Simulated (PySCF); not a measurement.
## Radial density of S²⁺ (sulfur, charge +2)

UHF, [Ne] 3s1 3p2 3d1, one real determinant (an excited configuration). Calculation: PySCF 2.14, in x2c-QZVPPall with one added diffuse shell each of s, p, d, f type (10s7p5d3f1g, 86 functions); the spin-free X2C one-electron Hamiltonian (Gaussian nucleus).

| r (bohr) | 4πr²ρ (e/bohr) | 4πr²(ρα − ρβ) |
| --- | --- | --- |
| 0.00190 | 0.1321 | 0.0005 |
| 0.00319 | 0.3471 | 0.0014 |
| 0.00536 | 0.8890 | 0.0036 |
| 0.00902 | 2.179 | 0.0089 |
| 0.0152 | 4.955 | 0.0200 |
| 0.0255 | 9.915 | 0.0396 |
| 0.0429 | 15.99 | 0.0623 |
| 0.0722 | 18.22 | 0.0747 |
| 0.121 | 13.68 | 0.1217 |
| 0.204 | 13.00 | 0.3531 |
| 0.344 | 17.61 | 0.4331 |
| 0.578 | 9.713 | 0.0375 |
| 0.972 | 2.567 | 1.4022 |
| 1.64 | 2.477 | 2.4640 |
| 2.75 | 0.6707 | 0.6707 |
| 4.63 | 0.03950 | 0.0395 |
| 7.78 | 0.0002287 | 0.0002 |

Densities and radii are taken from the X2C orbitals without a picture-change correction, which distorts them close to the nucleus.

⟨L²⟩ = 7.99 against 12 for a pure F term, so this real determinant mixes terms. The outer electron is Rydberg-like, and this basis confines it to a smaller radius and binds it less than a complete one would.
